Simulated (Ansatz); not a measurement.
Relaxation of CH7GeNSi (11 atoms, charge 0, multiplicity 1), to a largest force component of 0.015 eV/Å in at most 40 steps.

Level of theory: Ansatz 0.2.0, RKS B3LYP-D4/def2-SVP.

```xyz
11
Properties=species:S:1:pos:R:3:forces:R:3
C 0.035 2.047 0.397 -1.29 2.70 -0.65
N 0.179 1.126 1.210 0.56 -1.56 1.22
Si 0.754 -0.455 0.660 -1.61 -0.83 1.76
Ge 2.751 -0.321 -0.336 1.31 1.17 -1.89
H 0.184 1.967 -0.695 0.17 0.14 -0.28
H -0.383 3.059 0.748 0.55 -0.89 -0.43
H 0.856 -1.383 1.855 -0.02 0.31 -0.28
H -0.261 -1.061 -0.222 -0.22 -0.10 -0.32
H 2.581 0.673 -1.619 0.20 -0.68 0.85
H 3.785 0.331 0.589 0.18 -0.02 0.07
H 3.239 -1.664 -0.869 0.17 -0.23 -0.05
```

**Question.** Where does it end, and by what steps?

**Answer.** The forces met the threshold. After 24 steps the energy has fallen by 0.391 eV; H5 moved furthest, 1.24 Å.

| step | energy less start (eV) | largest force component (eV/Å) | accepted |
| --- | --- | --- | --- |
| 0 | 0.0000 | 2.699 | yes |
| 1 | -0.1691 | 1.648 | yes |
| 2 | -0.1359 | 2.317 | no |
| 3 | -0.2980 | 0.568 | yes |
| 4 | -0.3128 | 0.270 | yes |
| 5 | -0.3244 | 0.125 | yes |
| 6 | -0.3269 | 0.082 | yes |
| 7 | -0.3281 | 0.065 | yes |
| 8 | -0.3286 | 0.078 | yes |
| 9 | -0.3273 | 0.488 | no |
| 10 | -0.3285 | 0.147 | no |
| 11 | -0.3298 | 0.036 | yes |
| 12 | -0.3333 | 0.107 | yes |
| 13 | -0.3346 | 0.475 | yes |
| 14 | -0.3553 | 0.172 | yes |
| 15 | -0.3657 | 0.266 | yes |
| 16 | -0.3699 | 0.444 | yes |
| 17 | -0.3705 | 0.395 | yes |
| 18 | -0.3694 | 0.463 | no |
| 19 | -0.3858 | 0.347 | yes |
| 20 | -0.3863 | 0.278 | yes |
| 21 | -0.3877 | 0.190 | yes |
| 22 | -0.3862 | 0.259 | no |
| 23 | -0.3895 | 0.162 | yes |
| 24 | -0.3906 | 0.009 | yes |

```xyz
11
Properties=species:S:1:pos:R:3
C -0.301 2.128 0.489
N 0.528 1.332 1.016
Si 0.807 -0.342 0.549
Ge 3.009 -0.437 -0.382
H -0.998 1.861 -0.337
H -0.379 3.175 0.841
H 0.732 -1.177 1.780
H -0.198 -0.850 -0.446
H 3.099 0.464 -1.633
H 4.057 0.045 0.641
H 3.364 -1.881 -0.802
```

Whether the end is a true minimum wasn't checked by a vibrational analysis.

Time of the run: 75 s on 2 threads of Arm Neoverse V2, on a shared host, peak memory 0.28 GiB.
